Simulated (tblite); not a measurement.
Distances in Å between the heavy atoms of a computed structure (GFN2-xTB; lower triangle, same order across):
```
C1    0.00
C2    1.50  0.00
O3    2.40  1.20  0.00
C4    2.52  1.50  2.35  0.00
F5    2.70  2.40  3.51  1.35  0.00
C6    3.78  2.49  2.85  1.33  2.33  0.00
C7    5.01  3.90  4.34  2.50  2.86  1.50  0.00
F8    5.85  4.68  4.98  3.41  3.82  2.34  1.36  0.00
F9    5.87  4.70  4.99  3.42  3.85  2.34  1.36  2.17  0.00
```

Hydrogens: 3 on C1, 1 on C6, 1 on C7.

Charge 0, singlet.

Problem. Which heavy atoms are bonded, and with what formal order?

Solution. C1–C2 (single); C2–O3 (double); C2–C4 (single); C4–F5 (single); C4–C6 (double); C6–C7 (single); C7–F8 (single); C7–F9 (single).

Problem. Which species is it?

Solution. `CC(=O)/C(F)=C/C(F)F`, C5H5F3O. Among its features: ketone, C=C double bond and C–F bond.

Problem. Describe the place of each heavy atom.

Solution. C1: methyl carbon next to a carbonyl; C2: ketone carbonyl carbon; O3: ketone oxygen; C4: vinylic C–F carbon; F5: vinyl fluorine; C6: alkene CH carbon; C7: CHF2 carbon; F8/F9: fluorine of a CF2 group.

Shape of the structure used: `[CH3:1][C:2](=[O:3])/[C:4]([F:5])=[CH:6]/[CH:7]([F:8])[F:9]`: C1–C2–C4–F5 0°, C4–C6–C7–F8 120°.
